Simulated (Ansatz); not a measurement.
A run on H7NO2Si2 (`N[SiH](O)[SiH2]O`) with other settings.

```yaml
crystal:
  periodic: [false, false, false]
  atoms:
    - {symbol: N, position_ang: [-0.516099, -1.273401, 1.659830]}
    - {symbol: Si, position_ang: [0.613604, -0.315565, 0.183648]}
    - {symbol: O, position_ang: [0.949721, 1.277342, 0.717901]}
    - {symbol: Si, position_ang: [-0.607065, -0.074603, -1.429439]}
    - {symbol: O, position_ang: [-0.473440, 1.345345, -1.889919]}
    - {symbol: H, position_ang: [-1.271473, -1.208466, 1.494584]}
    - {symbol: H, position_ang: [0.009087, -1.782561, 2.200470]}
    - {symbol: H, position_ang: [1.695668, -1.306031, 0.302548]}
    - {symbol: H, position_ang: [1.780971, 1.329500, 1.802921]}
    - {symbol: H, position_ang: [-0.179668, -0.783271, -2.613743]}
    - {symbol: H, position_ang: [-2.341973, 0.281050, -1.327232]}
    - {symbol: H, position_ang: [0.036559, 2.148550, -1.153856]}
basis:
  gaussian: {orbitals: ANO-RCC-VTZP, fitting: {mean_field: cc-pVTZ-jkfit}}
hamiltonian: {xc: {name: B3LYP}}
```

```sh
$ ansatz run in.yaml --threads 4 --pin off --events-out ev --progress --plain --max-ram 10444MiB
```

Output, abridged:

```
Functional definition: B3LYP
689 factors; integrals over basis functions are off by at most 4.6e-1 eV
mean field evaluation 1: about -21467.5124 eV, gradient 1.1e2 eV
mean field evaluation 2: about -21373.2507 eV, gradient 2.0e2 eV
mean field evaluation 4: about -21486.7789 eV, gradient 3.5e1 eV
mean field evaluation 8: about -21489.1849 eV, gradient 2.9e-1 eV
mean field evaluation 16: about -21489.1865 eV, gradient 6.1e-5 eV
mean field -21489.18650181 eV, -789.7130380476 hartree, gradient 6.1e-5 eV, S^2 0.000000; 0 other end points of the search recorded, 0 dependent functions left out
reference -21489.18687057 eV, -789.7130515995 hartree; 29, 29 occupied and 227, 227 virtual orbitals, 689 factors
Total energy: -21489.18687057 eV, -789.7130515995 hartree
Relativity: scalar
```

Hardware: 4 threads of an Arm Neoverse V2 on a shared host. Wall time 4.4 s, peak host memory 0.54 GiB.
